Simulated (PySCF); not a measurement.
silylmethoxysilane (CH8OSi2), SMILES C([SiH3])O[SiH3].

The structure is a stationary point at B3LYP-D3(BJ)/def2-SVP. Other conformers were not sampled.

All values below come from PySCF with PBE/def2-TZVP.

Gas-phase values at a fixed geometry.

Task: Estimate the frontier levels, gap, dipole moment and polarisability. (An estimate is asked for; the answer gives what the named calculation found.)

Result: 
```yaml
highest_occupied_level: -6.28 eV
lowest_empty_level: -0.85 eV
orbital_gap: 5.42 eV
dipole_moment: 0.90 D
quadrupole, principal values (traceless, Buckingham form, about the centre of nuclear charge): -2.30, -0.54, 2.84 D·Å
mean_static_polarisability: 72.5 bohr³ (10.75 Å³)
polarisability_principal_values: 63.6, 67.9, 86.1 bohr³
```
